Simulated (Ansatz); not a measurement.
Ansatz results at the PBE0-D4/def2-TZVP geometry: HOMO–LUMO gap (PBE/def2-TZVPP) 2.97 eV; HOMO energy (PBE0/def2-TZVPP) -7.61 eV; HOMO–LUMO gap (PBE0/def2-TZVPP) 5.21 eV.

(1) Which molecule gave them?
A. `CC(N)([SiH3])S`
B. `OBCF`
C. `CC=S`
D. `O=[C]([AlH2])O[SiH3]`

Results:

(1) D. The others give `CC(N)([SiH3])S`: 4.57, -6.77, 6.74; `CC=S`: 2.18, -6.46, 4.36; `OBCF`: 5.68, -8.60, 8.29.
